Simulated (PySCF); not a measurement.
H$_{2}$BN, charge -1, doublet, at the geometry of the source list (a state made from the parent by changing its charge; the spin is typed, not shown lowest) (in this run its highest filled SCF level lies above zero, so its values depend strongly on the basis, on diffuse functions most of all). Base run: CAMB3LYP/cc-pVDZ in PySCF.

Geometry (Å):
```xyz
4

B      0.5817     0.0095     0.0169
N     -0.6570    -0.0199    -0.0203
H      1.7201     0.0342     0.0509
H     -1.6448    -0.0238    -0.0475
```
Charge -1, spin multiplicity 2.
Orbitals are unrestricted.
All else is at PySCF's defaults.

Variants of this job, named by their change:

```csv
change,E (Eh),HOMO (eV),<S^2>
base,-80.62554,4.82,0.753
functional = tpss,-80.68593,6.75,0.752
functional = pbe,-80.56045,6.80,0.752
functional = scan,-80.63485,6.56,0.754
functional = b3lyp; dispersion = d3zero,-80.67787,6.14,0.752
functional = pw6b95,-80.77288,5.95,0.752
functional = bp86,-80.67212,6.71,0.751
"functional = lda,vwn",-79.92506,6.83,0.751
functional = hf,-80.14190,3.76,0.760
functional = m062x,-80.63538,5.21,0.752
functional = x3lyp,-80.63507,6.12,0.752
functional = tpssh,-80.67678,6.37,0.753
functional = pbe0,-80.56860,5.84,0.753
```

Total energies compare only within one method and basis.

Open shells are given as the SCF converged; they aren't shown to be the lowest states, and a large step between rows can be another state.
